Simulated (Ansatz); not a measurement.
Gas-phase reaction in SMILES: C[C@H](O)C(F)F [(2S)-1,1-difluoropropan-2-ol] + 5 [H][H] (H2) -> 3 C (CH4) + 2 F (HF) + O (H2O)
Each molecule is optimised on its own at B3LYP-D3(BJ)/def2-TZVP (Ansatz, a quantum-chemistry and plane-wave program), one conformer each, not searched for the lowest.

Quantity: energy of full hydrogenation (electronic energy difference), in kcal/mol. Correlated levels leave the core frozen unless marked. Spin-orbit coupling is left out. No relativistic terms. Basis-set limits of correlation are two-point, X^-3; Hartree-Fock from the larger set. The bracket is a focal-point correction in the basis named.

```tsv
level	program	energy of full hydrogenation (kcal/mol)
PBE-D3(BJ)/def2-TZVPD	Ansatz + dftd3	-93.1
```

Problem. Predict the RI-MP2/CBS(cc-pVTZ,cc-pVQZ)+[CCSD(T)-MP2]/cc-pVTZ result (Ansatz).

Solution. -99.0 kcal/mol, so PBE-D3(BJ)/def2-TZVPD differs from it by 5.9 kcal/mol.
